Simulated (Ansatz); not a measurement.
Ansatz results at the PBE0-D4/def2-TZVP geometry: size of the dipole moment (B3LYP/def2-TZVPP) 0.00 D; size of the dipole moment (ωB97M-V/def2-TZVPP) 0.00 D; ideal-gas entropy at 298 K and 1 bar (rigid rotor, harmonic PBE0-D4/def2-TZVP) 318 J/(mol·K).

Problem. Which molecule gave them?
A. `[Cl][In@H-]1[OH+][In@@H-]([Cl])[OH+]1`
B. `Cl[B@H-]1[SH+][B@@H-](Cl)[SH+]1`
C. `F[B@H-]1[F+][B@H-](F)[F+]1`
D. `[Cl+]1[InH2-][Cl+][InH2-]1`

Solution. C. The others give `[Cl+]1[InH2-][Cl+][InH2-]1`: 0.00, 0.00, 399; `Cl[B@H-]1[SH+][B@@H-](Cl)[SH+]1`: 1.01, 0.99, 377; `[Cl][In@H-]1[OH+][In@@H-]([Cl])[OH+]1`: 2.78, 2.78, 449.

B3LYP here is the variant with VWN-RPA as its local correlation; programs differ in this.
